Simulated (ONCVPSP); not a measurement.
# Before and after: ONCV potential for samarium

```
Element                 : samarium (Sm)
Generator               : ONCVPSP 4.0.1
Type                    : optimised norm-conserving Vanderbilt (ONCV)
Functional              : Wu-Cohen
Relativity              : scalar-relativistic
Frozen core             : [Kr] 4d10 4f5
Valence charge          : 11
Reference configuration : 5s2 5p6 5d1 6s1.75 6p0.25
Partial waves           : 5s+6s: rc 2.45 bohr, ncon 5, nbas 8, qcut 5.3 1/bohr, 2 projectors; 5p+6p: rc 2.35 bohr, ncon 4, nbas 8, qcut 5.8 1/bohr, 2 projectors; 5d: rc 2.85 bohr, ncon 4, nbas 9, qcut 4.5 1/bohr, 3 projectors, debl 0.7 Ha
Local potential         : polynomial inside 2.35 bohr (lpopt 3, dvloc0 0 Ha)
Core correction         : Teter function, fcfact 3.5, rcfact 1.2
```

All-electron outer shells of the reference configuration (Wu-Cohen, scalar-relativistic, ld1.x):

```
shell  level (eV)  outermost node (bohr)  outermost maximum (bohr)
   4d     -135.70                   0.28                      0.58
   5s      -47.05                   0.68                      1.25
   5p      -26.31                   0.73                      1.42
   4f       -8.30                      –                      0.61
   6s       -4.21                   1.66                      3.48
   5d       -3.02                   0.83                      2.01
   6p       -1.46                   1.99                      4.59
```

Change: all radii but the core radius scaled by about 1.28 (s 3.12, p 3.00, d 3.64 bohr); local potential polynomial inside 3.00 bohr (lpopt 3, dvloc0 0 Ha).

Cutoffs: the cutoffs (Ha) at which the residual kinetic energy of the hardest occupied pseudo-wave falls to 1 and 0.1 mHa per electron; they do not see the model core or the augmentation charge, which bear on the density cutoff. Errors are all-electron minus pseudo energies relative to the spin-unpolarised reference configuration.

Task: Predict the effect on cutoff, ghosts and configuration errors.

Result: The potential gets softer (10 Ha and 12 Ha → 7.2 Ha and 9.5 Ha); of the 4 tests that both files solve, the error grows in 1 and shrinks in 1 by more than 15 % and 0.3 meV (median size 2.3 → 1.3 meV); neither file shows a bound ghost. A larger radius leaves more room for a smooth pseudo-wave, so fewer plane waves are needed.

```tsv
quantity	base	changed
cutoff, loose	10 Ha	7.2 Ha
cutoff, tight	12 Ha	9.5 Ha
loose cutoff by channel	s 10 Ha, p 6.4 Ha, d 7.0 Ha	s 6.7 Ha, p 7.2 Ha, d 6.2 Ha
bound ghosts	none	none
GHOST(+) flags under 300 eV	none	none
error for 5s2 5p6 5d1 6s2 6p0, meV [ΔE -0.68 eV]	+0.1	+0.1
error for 5s2 5p6 5d1 6s1 6p0, meV [ΔE 5.80 eV]	-3.0	-3.2
error for 5s2 5p6 5d1 6s0 6p0, meV [ΔE 17.46 eV]	+1.7	-2.3
error for 5s2 5p6 5d2 6s1 6p0, meV [ΔE 0.78 eV]	-6.3	+0.4
rms error of d²Exc/dni dnj with the model core, mHa	1.51	1.44
```
